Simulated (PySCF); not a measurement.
Two species compared at the same levels of theory.

First species: C7H11N2P.
InChI=1S/C7H11N2P/c1-6-4-7(9(2)3)10-5-8-6/h4-5H,1-3H3

Second species: ClH13N2Si5.
SMILES: `[SiH3]N[SiH2][SiH2]N([SiH3])[SiH2]Cl`

Levels: PBE0/pcSseg-1 for dipole moment, HOMO energy, LUMO energy and HOMO–LUMO gap; GFN2-xTB for rotational constant A and rotational constant C. Geometries: GFN2-xTB. Each structure is a single optimised conformer of the isolated species, non-relativistic unless stated. Electronic properties by PySCF.

Dipoles, sizes and rotational constants follow the conformer. The torsions of the flexible species, by atom-mapped SMILES:
- `[CH3:1][c:2]1[cH:3][c:4]([N:5]([CH3:6])[CH3:7])[p:8][cH:9][n:10]1`: C3–C4–N5–C6 3°
- `[SiH3:1][NH:2][SiH2:3][SiH2:4][N:5]([SiH3:6])[SiH2:7][Cl:8]`: Si1–N2–Si3–Si4 46°, N2–Si3–Si4–N5 177°, Si3–Si4–N5–Si6 -80°, Si4–N5–Si7–Cl8 -156°

Problem. Which has the higher HOMO–LUMO gap?

Solution. The second: 6.22 eV against 4.98 eV, a difference of 1.24 eV.

Problem. Which of the two has the higher LUMO energy, and by how much?

Solution. The second: -0.98 eV against -1.13 eV, a difference of 0.15 eV.

Problem. Which has the higher rotational constant C?

Solution. The first: 0.627 GHz against 0.280 GHz, a difference of 0.347 GHz.

Problem. Which of the two has the higher rotational constant A, and by how much?

Solution. The first: 1.859 GHz against 1.522 GHz, a difference of 0.337 GHz.

Problem. Which of the two has the higher dipole moment, and by how much?

Solution. The first: 4.52 D against 1.91 D, a difference of 2.61 D.

Problem. Which of the two has the higher HOMO energy, and by how much?

Solution. The first: -6.11 eV against -7.20 eV, a difference of 1.09 eV.

On the first: The dipole matches unit charges of opposite sign 0.94 Å apart (1 e·Å = 4.8032 D).

On the second: The dipole equals about 6.4 × 10⁻³⁰ C·m (1 D = 3.33564 × 10⁻³⁰ C·m).
